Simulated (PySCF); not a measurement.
This PySCF input asks for the NMR shieldings of `C=C([CH2][AlH2])C1CCCC1`, C$_{8}$H$_{15}$Al; the geometry comes from GFN2-xTB.

```python
import basis_set_exchange as bse
import numpy as np
from pyscf import gto, dft
from pyscf.prop import nmr

atoms = """
C     1.245503   -2.212941   -1.080785
C     0.939318   -1.168491   -0.313040
C     1.931319   -0.550608    0.622936
Al    2.463741    0.924506   -0.635355
C    -0.401082   -0.495967   -0.450787
C    -1.323930   -0.606501    0.773398
C    -2.286718    0.591817    0.670777
C    -1.754059    1.476356   -0.469648
C    -0.314276    1.014942   -0.660851
H     0.544247   -2.629182   -1.784770
H     2.196571   -2.712005   -1.001542
H     1.454021   -0.238253    1.558683
H     2.692794   -1.293145    0.882005
H     2.779498    0.542824   -2.104061
H     2.658432    2.414502   -0.258143
H    -0.920702   -0.931552   -1.310687
H    -0.738180   -0.539942    1.690268
H    -1.852441   -1.558337    0.786341
H    -3.304944    0.265925    0.462361
H    -2.305795    1.145957    1.608816
H    -2.317610    1.293332   -1.385608
H    -1.825410    2.537520   -0.236824
H     0.322760    1.466094    0.115353
H     0.105207    1.282915   -1.637816
"""
names = dict.fromkeys(["C", "Al", "H"], "pcSseg-1")
basis = {el: gto.basis.parse(bse.get_basis(n, elements=[el], fmt="nwchem")) for el, n in names.items()}
mol = gto.M(atom=atoms, basis=basis, charge=0, verbose=0)
mf = dft.RKS(mol, xc="PBE0")
mf.grids.level = 2
mf.grids.alignment = dft.numint.BLKSIZE   # the property module wants whole blocks of grid points
mf.conv_tol = 1e-9
mf.kernel()

calc = nmr.RKS(mf)   # GIAO
C = mf.mo_coeff
Co = C[:, mf.mo_occ > 0]
resp = mf.gen_response(singlet=True, hermi=2)
def vind(x):   # induced exchange potential for any number of trial vectors
    d = np.einsum("pi,xij,qj->xpq", C, 2 * x.reshape(-1, C.shape[1], Co.shape[1]), Co, optimize=True)
    return np.einsum("xpq,pi,qj->xij", resp(d - d.transpose(0, 2, 1)), C, Co, optimize=True).ravel()
mo1, _ = nmr.rhf.solve_mo1(calc, with_cphf=vind)
sigma = calc.kernel(mo1)
for i, s in enumerate(sigma):   # ppm
    w = np.linalg.eigvalsh((s + s.T) / 2)
    print("%2d %-2s iso %8.1f  s11 %8.1f  s22 %8.1f  s33 %8.1f" % (i, mol.atom_pure_symbol(i), w.mean(), *w))
```

Problem. Give the expected output.

Solution. 
```
 0 C  iso     70.3  s11    -31.0  s22    101.9  s33    140.0
 1 C  iso     29.9  s11    -90.5  s22     27.4  s33    152.8
 2 C  iso    162.6  s11    142.7  s22    161.3  s33    183.7
 3 Al iso    327.0  s11    301.8  s22    308.8  s33    370.4
 4 C  iso    133.1  s11    113.6  s22    128.8  s33    156.9
 5 C  iso    153.5  s11    121.2  s22    163.3  s33    175.9
 6 C  iso    161.5  s11    131.9  s22    175.6  s33    177.0
 7 C  iso    157.5  s11    128.3  s22    168.8  s33    175.4
 8 C  iso    156.7  s11    131.8  s22    156.2  s33    182.1
 9 H  iso     26.4  s11     22.8  s22     25.0  s33     31.4
10 H  iso     26.7  s11     23.6  s22     24.9  s33     31.7
11 H  iso     30.0  s11     25.0  s22     30.7  s33     34.2
12 H  iso     29.6  s11     25.4  s22     27.8  s33     35.6
13 H  iso     27.0  s11     24.4  s22     25.2  s33     31.5
14 H  iso     26.5  s11     23.1  s22     25.0  s33     31.5
15 H  iso     29.3  s11     25.8  s22     27.8  s33     34.3
16 H  iso     30.1  s11     25.0  s22     30.2  s33     35.1
17 H  iso     29.9  s11     24.8  s22     28.1  s33     36.6
18 H  iso     29.8  s11     24.7  s22     27.3  s33     37.4
19 H  iso     29.9  s11     24.9  s22     27.6  s33     37.2
20 H  iso     29.8  s11     24.8  s22     27.5  s33     37.2
21 H  iso     29.7  s11     24.7  s22     27.1  s33     37.2
22 H  iso     30.5  s11     26.0  s22     29.8  s33     35.6
23 H  iso     30.3  s11     25.3  s22     29.3  s33     36.3
```

These numbers come from an equivalent density-fitted implementation of the same equations, which agrees with the script to about 0.01 ppm for H and up to a few tenths of a ppm for heavy atoms, so last digits may differ.

Size and cost of the density-fitted run: 235 basis functions, 96 s wall time on 1 thread of an Arm Neoverse N1, shared host; peak memory 0.98 GiB.
